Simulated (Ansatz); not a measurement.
def2 core potentials replace the inner electrons of Sn.

B3LYP has the VWN-RPA correlation part, as in Gaussian. 

Cartesian coordinates (Å):
SMILES: C=C[CH2][Sn]([OH])([OH])[OH]
```xyz
15

C      2.0083    -1.6595     0.7173
C      1.2691    -1.2223    -0.3060
C      1.0516     0.2071    -0.6567
Sn    -0.9438     0.7987    -0.1305
O     -2.2667    -0.6199    -0.5410
O     -1.1046     1.1931     1.8035
O     -1.5953     2.3990    -1.1006
H      2.1110    -2.7272     0.9248
H      2.5340    -0.9676     1.3830
H      0.7504    -1.9550    -0.9361
H      1.7301     0.8853    -0.1187
H      1.1394     0.3988    -1.7369
H     -2.6587    -0.9629     0.2717
H     -1.5761     2.0249     1.9364
H     -2.4484     2.2073    -1.5100
```
Charge 0, spin multiplicity 1.

Problem. Predict the HOMO, LUMO, HOMO–LUMO gap, total energy and hole reorganisation energy (four-point) from B3LYP-D3(BJ)/def2-TZVP // PBE0-D3(BJ)/def2-SVP run with Ansatz (a first-principles code).

Solution. 
The HOMO comes out as -7.10 eV, the LUMO comes out as -1.47 eV and the HOMO–LUMO gap comes out as 5.63 eV. The total energy is -15221.81 eV. The hole reorganisation energy (four-point) is 1.507 eV.
